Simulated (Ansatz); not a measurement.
`[CH3][GeH2][I]` + CH₃OH → `C[O][GeH2][CH3]` + HI at 298.15 K and 1 bar (ligand exchange at a Ge–I bond).

Gas-phase electronic energies from Ansatz, PBE0-D4/def2-TZVP geometries. CCSD(T)/CBS is the MP2 limit (def2-TZVPP, def2-QZVPP) plus CCSD(T) − MP2 in def2-TZVPP, frozen cores. This one scheme is used for every species. Elements past krypton have def2 core potentials. For Ge, I outer-core shells are correlated without core-valence functions, which leaves a few kJ/mol of doubt a bond. Scalar relativity is left out up to krypton. Each species was taken in one conformer, which may not be the lowest.

```tsv
species	CCSD(T)/CBS energy (Eh)	H − E (kJ/mol)	S (J/(mol·K))
`[CH3][GeH2][I]`	-2414.65603	156.5	332.4
CH₃OH	-115.61712	146.3	238.2
`C[O][GeH2][CH3]`	-2232.21365	268.4	350.5
HI	-298.03592	22.7	206.5
```

H − E and S are ideal-gas, rigid-rotor, harmonic terms from PBE0-D4/def2-TZVP, for one conformer and one mirror image of each species. 1 Eh = 2625.50 kJ/mol, R = 8.31446 J/(mol·K).

Task: By hand: ΔE, ΔH, ΔS and ΔG.

Result: ΔE = (-2232.21365) + (-298.03592) − (-2414.65603) − (-115.61712) = 0.02358 Eh = 61.9 kJ/mol. Δ(H − E) = 268.4 + 22.7 − 156.5 − 146.3 = -11.7, so ΔH = 50.2 kJ/mol. ΔS = 350.5 + 206.5 − 332.4 − 238.2 = -13.6 J/(mol·K). ΔG = 50.2 − 298.15 × (-13.6)/1000 = 54.3 kJ/mol.

Task: By hand: the equilibrium constant, and the temperature at which ΔG would vanish if ΔH and ΔS stayed fixed.

Result: log₁₀ K = −ΔG/(RT ln 10) = -9.5. ΔH and −TΔS have one sign here, so there is no such temperature.

The number of gas molecules stays the same, so ΔS is small and ΔH decides. A doubt of 5 kJ/mol in ΔE shifts log₁₀ K by 0.9 here. Other conformers and mirror images would add mixing entropy, several J/(mol·K) or more a flexible species. These are equilibria of isolated gas molecules and say nothing of rates. Largest T1 diagnostic: 0.011 (customary marks: 0.02 for closed shells, 0.045 for open ones).
